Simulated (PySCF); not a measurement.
UHF on K³⁺ (potassium, charge +3)

Configuration: [Ne] 3s2 3p4, high-spin 3P determinant. Computed with PySCF 2.14 in an even-tempered Gaussian basis (22 s from 0.028 bohr⁻², ratio 2.5; 14 p from 0.036 bohr⁻², ratio 2.5; 6 d from 1.2 bohr⁻², ratio 2.7; 5 f from 1.8 bohr⁻², ratio 2.7), with the spin-free X2C one-electron Hamiltonian (Gaussian nucleus).

| Item | Value |
| --- | --- |
| Total energy | -598.563959 hartree |
| One-electron energy | -799.5429 hartree |
| Hartree (Coulomb) energy | 232.8540 hartree |
| Exchange energy | -31.8751 hartree |
| ⟨S²⟩ | 2.0064 |
| ⟨L²⟩ | 2.020 |
| Sum of ⟨r⟩ | 10.62 bohr |
| Sum of ⟨r²⟩ | 12.41 bohr² |
| Traceless quadrupole moment −½Σ⟨3z² − r²⟩ along its main axis | -0.800 e·bohr² |
| Langevin diamagnetic susceptibility | -9.83 ×10⁻⁶ cm³/mol |

```csv
shell,electrons,mean orbital energy (hartree),spread (hartree),"rms radius, mean of both spins (bohr)"
1s α,1,-135.75670,0,0.0937
1s β,1,-135.71482,0,0.0937
2s α,1,-16.16855,0,0.417
2s β,1,-16.13197,0,0.417
2p α,3,-13.10607,0.04035,0.387
2p β,3,-13.03743,0.03400,0.387
3s α,1,-3.21161,0,1.29
3s β,1,-2.88385,0,1.29
3p α,3,-2.35503,0.10305,1.40
3p β,1,-2.22192,0,1.40
```

Densities and radii are taken from the X2C orbitals without a picture-change correction, which distorts them close to the nucleus.

Spin-orbit constants ζ (cm⁻¹) from the X2C one-electron operator on these orbitals: bare nucleus, nucleus screened by l(l+1)(2l+1)/3 electrons, and screened by the Breit-Pauli mean field of the electrons.

| shell | bare | screened nucleus | mean field |
| --- | --- | --- | --- |
| 2p | 16990 | 15200 | 14400 |
| 3p | 1800 | 1610 | 1512 |

To first order the Landé constant is A = -756.0 cm⁻¹, so the lowest level has J = 2 and lies 0.0937 eV below the centre of the term. This holds in LS coupling only.
